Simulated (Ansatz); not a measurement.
One change: `[OH][Y]([Cl])[Cl]` becomes `[Cl][Y]([Cl])[Cl]`.

Ansatz, PBE0-D4/def2-TZVP geometries, multiplicity 1. Each molecule was computed in one conformer, which needn't be the lowest.

Elements past krypton have def2 core potentials.

```
                                      property  `[OH][Y]([Cl])[Cl]`
            LUMO energy (PBE0/def2-TZVPP) / eV                -2.35
         HOMO energy (ωB97M-V/def2-TZVPP) / eV               -10.97
       HOMO–LUMO gap (ωB97M-V/def2-TZVPP) / eV                10.04
          HOMO–LUMO gap (PBE0/def2-TZVPP) / eV                 6.35
size of the dipole moment (PBE/def2-TZVPP) / D                 3.06
           HOMO energy (B3LYP/def2-TZVPP) / eV                -8.41
```

Task: What does the change do to each property? (An estimate is asked.)

Result: The calculation gave: 
```csv
property,`[Cl][Y]([Cl])[Cl]`,shift
LUMO energy (PBE0/def2-TZVPP) / eV,-2.86,-0.51
HOMO energy (ωB97M-V/def2-TZVPP) / eV,-11.36,-0.39
HOMO–LUMO gap (ωB97M-V/def2-TZVPP) / eV,10.00,-0.04
HOMO–LUMO gap (PBE0/def2-TZVPP) / eV,6.26,-0.09
size of the dipole moment (PBE/def2-TZVPP) / D,0.00,-3.06
HOMO energy (B3LYP/def2-TZVPP) / eV,-8.83,-0.42
```

With PBE0 the HOMO falls by 0.42 eV and the LUMO falls by 0.51 eV, so the gap narrows by about 0.09 eV. PBE moves the HOMO by -0.44 eV and ωB97M-V by -0.39 eV.

B3LYP here is the variant with VWN-RPA as its local correlation; programs differ in this.
